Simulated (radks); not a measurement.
The numbers below are computed, except where a source is named.
He II, configuration 1s1. Level of theory: non-relativistic Kohn-Sham, PBEsol, spin-polarised, spherical densities, point nucleus; open shells are filled with parallel spins first (a radial shooting solver on a logarithmic mesh with Libxc functionals).

Radial electron density D(r) = 4 pi r^2 rho(r):

```
   r/bohr * D(r) (the largest magnitude, 1.06, reaches the edge; | marks zero)
  0.05801 |   *
  0.06234 |    *
  0.06753 |     *
  0.07258 |     *
  0.07862 |      *
  0.08449 |       *
  0.09153 |         *
  0.09836 |          *
   0.1066 |           *
   0.1145 |             *
    0.124 |              *
   0.1333 |                *
   0.1444 |                  *
   0.1552 |                    *
   0.1681 |                       *
   0.1807 |                         *
   0.1957 |                            *
   0.2103 |                              *
   0.2278 |                                 *
   0.2448 |                                    *
   0.2652 |                                       *
    0.285 |                                         *
   0.3088 |                                            *
   0.3318 |                                               *
   0.3595 |                                                 *
   0.3863 |                                                   *
   0.4185 |                                                    *
   0.4497 |                                                     *
   0.4872 |                                                      *
   0.5236 |                                                      *
   0.5672 |                                                     *
   0.6095 |                                                    *
   0.6603 |                                                  *
   0.7096 |                                               *
   0.7686 |                                            *
    0.826 |                                        *
   0.8948 |                                    *
   0.9616 |                                *
    1.042 |                           *
    1.119 |                       *
    1.213 |                  *
    1.303 |               *
    1.412 |           *
    1.517 |        *
    1.644 |      *
    1.766 |    *
    1.913 |  *
    2.056 | *
    2.228 |*
    2.394 |*
    2.593 *
    2.787 *
    3.019 *
```

D(r) has 1 maximum, at r = 0.499 bohr.
